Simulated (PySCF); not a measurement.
Si(F)2(Me)(NCO) (C2H3F2NOSi), SMILES N([Si](C)(F)F)=C=O.

The structure is a stationary point at B3LYP-D3(BJ)/def2-SVP. Other conformers were not sampled.

Level of theory: PBE/def2-TZVP run with PySCF.

Isolated molecule, no solvent.

```json
{
  "total_energy": "-696.99448 hartree",
  "point_group": "Cs",
  "highest_occupied_level": "-7.84 eV",
  "lowest_empty_level": "-0.81 eV",
  "orbital_gap": "7.04 eV",
  "dipole_moment": "2.51 D",
  "quadrupole, principal values (traceless, Buckingham form, about the centre of nuclear charge)": "-7.14, 0.26, 6.88 D·Å",
  "mean_static_polarisability": "55.3 bohr³ (8.19 Å³)",
  "polarisability_principal_values": "41.8, 45.8, 78.3 bohr³"
}
```
